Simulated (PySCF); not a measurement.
**Vertical excitation energies**

Species: trimethoxysilane, C3H10O3Si.
SMILES: `CO[SiH](OC)OC`

Theory: TDDFT wB97X-D/def2-SVPD, vertical, gas phase, core orbitals frozen in the response in PySCF. Isolated species at its PBE0-D3(BJ)/def2-SVP geometry (one conformer only). Torsions of this conformer, `[CH3:1][O:2][SiH:3]([O:4][CH3:5])[O:6][CH3:7]`: C1–O2–Si3–O4 166°, O2–Si3–O4–C5 48°, O2–Si3–O6–C7 168°.

```
state  λ (nm)  E (eV)       f  |μ| (D)           main configurations (H = HOMO, L = LUMO)
   S1   151.9    8.16   0.016     0.72   H-1→L (34%), H→L+1/L+2 (≥22%), H-1→L+1/L+2 (≥8%)
   S2   151.8    8.17   0.016     0.72  H-2→L (34%), H→L+1/L+2 (≥20%), H-1→L+1/L+2 (≥10%)
   S3   150.6    8.23   0.020     0.80  H→L (39%), H-1→L+1/L+2 (≥13%), H-2→L+1/L+2 (≥13%)
   S4   146.2    8.48   0.015     0.68  H→L+1/L+2 (≥35%), H→L+5 (12%), H-2→L+1/L+2 (≥10%)
   S5   145.9    8.50   0.015     0.69  H→L+1/L+2 (≥31%), H-1→L+1/L+2 (≥12%), H→L+4 (12%)
   S6   143.0    8.67   0.014     0.65  H-2→L+1/L+2 (≥27%), H-1→L+1/L+2 (≥24%), H→L (12%)
   S7   141.5    8.76   0.023     0.82         H→L (19%), H-5→L (18%), H-1→L+1/L+2 (≥12%)
   S8   139.9    8.86  0.0075     0.47       H-3→L (22%), H-5→L+1/L+2 (≥14%), H-1→L (11%)
   S9   139.7    8.87  0.0071     0.46        H-4→L (22%), H-5→L+1/L+2 (≥16%), H-2→L (9%)
```

Triplets, Tamm–Dancoff:

```
state  E (eV)  λ (nm)                  main configurations (H = HOMO, L = LUMO)
   T1    7.98   155.3                H→L+1/L+2 (≥32%), H-1→L (16%), H→L+4 (13%)
   T2    7.99   155.3                H→L+1/L+2 (≥31%), H-2→L (15%), H→L+5 (12%)
   T3    8.06   153.8         H→L (34%), H-2→L+1/L+2 (≥16%), H-1→L+1/L+2 (≥13%)
   T4    8.26   150.1  H→L+1/L+2 (≥25%), H-1→L+1/L+2 (≥16%), H-2→L+1/L+2 (≥13%)
```

The lowest singlet level (S1/S2) lies at 8.16 eV (152 nm, vacuum ultraviolet) and is of moderate strength. The lowest level is also the most intense of those listed (f = 0.032 summed). S1/S2 and S8/S9 lie within about 0.01 eV of each other in each set; the point group C3 has degenerate representations, and within a degenerate level the listed configurations can mix freely. Löwdin shares by element: HOMO oxygen 50%, hydrogen 14% or more (atoms not listed hold the other 36%); LUMO carbon 29%, silicon 28% (atoms not listed hold the other 43%). Weighted by f, the mean energy of these states is 8.48 eV. Orbital energies (eV): HOMO-3 -10.95, HOMO-2 -10.24, HOMO-1 -10.23, HOMO -10.10, LUMO 2.31, LUMO+1 2.60, LUMO+2 2.61. The listed states span 0.71 eV, and the widest gap between neighbours is 0.25 eV (S3 to S4). All these states lie below the vertical ionisation energy of 10.32 eV (ΔSCF). Orbitals of the list HOMO-3 to LUMO+2 that lie within 0.01 eV of each other are written together with a slash and their weights summed (≥ marks a lower bound); for degenerate orbitals outside that list single weights are arbitrary. The window holds the lowest 10 singlets. The highest level found (9.06 eV, f 0.041 so far) is left out, since the window may have cut off a degenerate partner.
